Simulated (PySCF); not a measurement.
Isomers of C2H11NSi2.

All values: CAM-B3LYP/def2-SVPD (PySCF) at PBE0-D3(BJ)/def2-SVP geometries, gas phase, one conformer each. Core orbitals are frozen in the response; Δα² is half the sum of the squared differences of the principal polarisabilities.

Task: Rank by HOMO–LUMO gap, highest first.
A. `[NH2:1][SiH2:2][CH2:3][CH2:4][SiH3:5]` with H–N1–Si2–C3 61° and -159°, N1–Si2–C3–C4 -168°, Si2–C3–C4–Si5 -65°
B. `[CH3:1][CH2:2][N:3]([SiH3:4])[SiH3:5]` with C1–C2–N3–Si4 84°
C. `[NH2:1][CH2:2][CH:3]([SiH3:4])[SiH3:5]` with H–N1–C2–C3 -69° and 174°, N1–C2–C3–Si4 -168°

Result: A (9.78 eV), C (9.64 eV), B (9.35 eV).

Task: Rank by polarisability anisotropy Δα, lowest first.
A. `[NH2:1][SiH2:2][CH2:3][CH2:4][SiH3:5]` with H–N1–Si2–C3 61° and -159°, N1–Si2–C3–C4 -168°, Si2–C3–C4–Si5 -65°
B. `[NH2:1][CH2:2][CH:3]([SiH3:4])[SiH3:5]` with H–N1–C2–C3 -69° and 174°, N1–C2–C3–Si4 -168°
C. `[CH3:1][CH2:2][N:3]([SiH3:4])[SiH3:5]` with C1–C2–N3–Si4 84°

Result: C (2.04 Å³), B (2.76 Å³), A (3.11 Å³).

Task: Rank by HOMO energy, highest first.
A. `[CH3:1][CH2:2][N:3]([SiH3:4])[SiH3:5]` with C1–C2–N3–Si4 84°
B. `[NH2:1][SiH2:2][CH2:3][CH2:4][SiH3:5]` with H–N1–Si2–C3 61° and -159°, N1–Si2–C3–C4 -168°, Si2–C3–C4–Si5 -65°
C. `[NH2:1][CH2:2][CH:3]([SiH3:4])[SiH3:5]` with H–N1–C2–C3 -69° and 174°, N1–C2–C3–Si4 -168°

Result: A (-8.33 eV), C (-8.59 eV), B (-8.76 eV).

All values together:

| SMILES | μ (D) | HOMO (eV) | LUMO (eV) | α (Å³) | Δα (Å³) | ΔSCF removal energy (eV) |
| --- | --- | --- | --- | --- | --- | --- |
| C[Si@@H](N)C[SiH3] | 0.84 | -8.73 | 1.08 | 13.00 | 3.29 | 9.57 |
| NCC([SiH3])[SiH3] | 1.18 | -8.59 | 1.05 | 13.31 | 2.76 | 9.51 |
| N[SiH2]CC[SiH3] | 1.68 | -8.76 | 1.02 | 13.01 | 3.11 | 9.61 |
| CCN([SiH3])[SiH3] | 0.90 | -8.33 | 1.02 | 12.86 | 2.04 | 8.89 |

Conformers: `[CH3:1][Si@@H:2]([NH2:3])[CH2:4][SiH3:5]` with C1–Si2–N3–H -51° and 173°, C1–Si2–C4–Si5 -179°; `[NH2:1][CH2:2][CH:3]([SiH3:4])[SiH3:5]` with H–N1–C2–C3 -69° and 174°, N1–C2–C3–Si4 -168°; `[NH2:1][SiH2:2][CH2:3][CH2:4][SiH3:5]` with H–N1–Si2–C3 61° and -159°, N1–Si2–C3–C4 -168°, Si2–C3–C4–Si5 -65°; `[CH3:1][CH2:2][N:3]([SiH3:4])[SiH3:5]` with C1–C2–N3–Si4 84°.
